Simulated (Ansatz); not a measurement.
Frontier orbitals of C$_{2}$H$_{7}$FInN, SMILES `C[NH][In]([CH3])[F]`.

```xyz
12

C     0.0516   -0.0046    2.1755
N     0.9686   -0.0141    1.0621
In    0.5915   -0.0041   -0.8926
C    -1.0988    0.0162   -2.1743
F     2.3588   -0.0211   -1.7614
H     0.1733    0.8804    2.8138
H    -0.9821    0.0036    1.8197
H     0.1582   -0.8902    2.8157
H     1.9388   -0.0235    1.3340
H    -0.7485    0.0491   -3.2047
H    -1.7155    0.8907   -1.9683
H    -1.6959   -0.8822   -2.0194
```

Total charge 0; spin multiplicity 1. Correlated methods include outer-core shells of In, which these sets cover unevenly. In takes the def2 core potential. The geometry is a stationary point of PBE0-D4/def2-TZVP. It is one conformer, not always the lowest. Basis def2-TZVPP, Ansatz 0.2.0.

| functional | HOMO (eV) | LUMO (eV) | gap (eV) |
| --- | --- | --- | --- |
| PBE | -5.23 | -1.61 | 3.62 |
| revPBE | -5.15 | -1.49 | 3.66 |
| r2SCAN | -5.46 | -1.31 | 4.15 |
| PBE0 | -6.52 | -0.73 | 5.79 |
| B3LYP | -6.32 | -1.07 | 5.25 |
| ωB97M-V | -8.86 | 0.75 | 9.61 |

Question: What is the vertical ionisation energy at frozen-core CCSD(T)/def2-TZVPP? (An estimate is asked.)

Answer: Ansatz gave: 8.61 eV (T1 of the cation 0.017).

From PBE to PBE0 the HOMO moves by −1.29 eV and the LUMO by +0.88 eV, and with ωB97M-V by −3.63 and +2.35 eV, so the gap grows from 3.62 to 9.61 eV with exact exchange. A positive LUMO is unbound and depends on the basis. −ε(HOMO) differs from that ionisation energy by −3.38 eV with PBE and +0.25 eV with ωB97M-V.

B3LYP here is the variant with VWN-RPA as its local correlation; programs differ in this.
